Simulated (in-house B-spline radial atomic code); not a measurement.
## RPA and G0W0 on CAM-B3LYP: Mg⁵⁺

Configuration [He] 2s2 2p3, highest spin, mean-field start CAM-B3LYP. Computed with an all-electron radial atomic-structure program (B-spline basis): all electrons, scalar-relativistic (spin-free one-electron X2C), finite nucleus, each spin shell either full or empty, empty states to l = 9 with an (l + 1/2)⁻⁴ tail; G0W0 by contour deformation at full frequency.

Command:
```bash
python run_gw.py task.json out
```
Settings (radii: box in bohr, nucleus in fm):
```
Z                        12
electrons                7
configuration            [He] 2s2 2p3
hamiltonian              x2c
method                   camb3lyp
lmax                     9
rms_radius               3.057
spin_polarised           True
box_radius               10.43
intervals                69
```

Time taken, with all properties: 2.2 s on 1 thread of Arm Neoverse N1, on a shared host.

Energies (hartree):

```csv
term,value
mean-field total,-187.35795
Hartree-Fock functional on these orbitals,-187.16926
direct second order,-0.40162
second-order exchange,0.18924
SOSEX correction,0.17284
```

Q: What is the RPA correlation energy, and what remains with SOSEX?

A: RPA gives -0.36347 hartree (-1.41 eV per electron); RPA + SOSEX gives -0.19063, and the second-order doubles -0.21238 hartree (no singles). SOSEX takes back 48 % of the RPA value.

Quasi-particle levels (eV):

```tsv
level	occupied	mean field	Σx - vxc	Σc	QP weight	G0W0
2p up	yes	-174.96	-13.40	?	?	?
2s down	yes	-193.15	-7.03	-2.62	0.972	-202.80
1s down	yes	-1419.33	-57.13	15.64	0.909	-1460.83
2p down	no	-151.68	14.57	-4.11	0.976	-141.22
```

G0W0 = mean field + (Σx - vxc) + Σc, with Σc (partial-wave tail included) taken at the quasi-particle energy. Levels of low weight are left out.

Q: Where does G0W0 put 2p up?

A: At -186.90 eV, with Σc = 1.46 eV and a quasi-particle weight of 0.970. The tabulated removal energy is 186.76 ± 0.06 eV (NIST, semi-empirical); the calculation leaves out spin-orbit coupling, Breit and QED terms, and what these don't explain is the method's own error.
